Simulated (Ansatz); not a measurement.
Steps of a relaxation of AlClFHO (`[OH][Al]([F])[Cl]`) with RKS PBE0-D4/def2-TZVP.

```sh
$ ansatz run in.yaml --threads 2 --pin off --events-out ev --progress --plain --max-ram 31744MiB --backend cpu
```

```yaml
crystal:
  periodic: [false, false, false]
  atoms:
    - {symbol: O, position_ang: [0.466278, 1.226937, -0.020804]}
    - {symbol: Al, position_ang: [-0.056307, -0.366281, 0.267389]}
    - {symbol: F, position_ang: [0.081951, -0.954530, 1.818957]}
    - {symbol: Cl, position_ang: [-0.858323, -1.619320, -1.209849]}
    - {symbol: H, position_ang: [0.416301, 1.639494, -0.897193]}
basis:
  gaussian: {orbitals: def2-TZVP}
hamiltonian: {xc: pbe0, dispersion: d4}
relax: {f_tol: 0.005, max_steps: 150}
```

Positions (Å) and forces (eV/Å) along the path, 6 of 6 steps:

```xyz
5
step=1 energy=-23896.2045 eV
O     0.466    1.227   -0.021   -0.252   -0.365   -0.507
Al   -0.056   -0.366    0.267    0.154    0.127    0.472
F     0.082   -0.955    1.819   -0.078    0.316   -0.851
Cl   -0.858   -1.619   -1.210    0.155    0.255    0.265
H     0.416    1.639   -0.897    0.021   -0.333    0.620
5
step=2 energy=-23896.2302 eV
O     0.462    1.217   -0.023   -0.133   -0.294   -0.103
Al   -0.056   -0.364    0.268    0.154    0.144    0.437
F     0.082   -0.948    1.808   -0.048    0.183   -0.502
Cl   -0.848   -1.598   -1.202    0.017    0.033    0.021
H     0.410    1.620   -0.892    0.010   -0.067    0.147
5
step=3 energy=-23896.2380 eV
O     0.458    1.208   -0.021   -0.017   -0.033   -0.030
Al   -0.053   -0.362    0.273    0.017    0.029    0.051
F     0.082   -0.939    1.796   -0.003   -0.014    0.001
Cl   -0.845   -1.587   -1.201   -0.008   -0.012   -0.019
H     0.407    1.607   -0.889    0.011    0.030   -0.002
5
step=4 energy=-23896.2381 eV
O     0.459    1.207   -0.022   -0.020   -0.022   -0.030
Al   -0.055   -0.361    0.275    0.021    0.013    0.020
F     0.083   -0.941    1.797   -0.007   -0.010    0.003
Cl   -0.844   -1.587   -1.202   -0.004    0.000   -0.002
H     0.407    1.607   -0.889    0.010    0.020    0.008
5
step=5 energy=-23896.2383 eV
O     0.455    1.206   -0.026    0.006    0.007    0.009
Al   -0.053   -0.361    0.275   -0.011   -0.040    0.015
F     0.081   -0.944    1.796    0.001    0.011   -0.011
Cl   -0.845   -1.592   -1.198    0.004    0.009    0.003
H     0.412    1.616   -0.888    0.000    0.013   -0.016
5
step=6 energy=-23896.2383 eV
O     0.456    1.205   -0.027    0.000   -0.002    0.002
Al   -0.053   -0.362    0.275    0.001    0.002   -0.001
F     0.082   -0.942    1.797    0.000    0.000    0.001
Cl   -0.845   -1.591   -1.199    0.000   -0.001   -0.001
H     0.411    1.617   -0.888    0.000    0.000   -0.001
```

It took 13 s on 2 threads of an AMD EPYC 7R13 on a shared host, with 0.33 GiB of host memory at the peak.
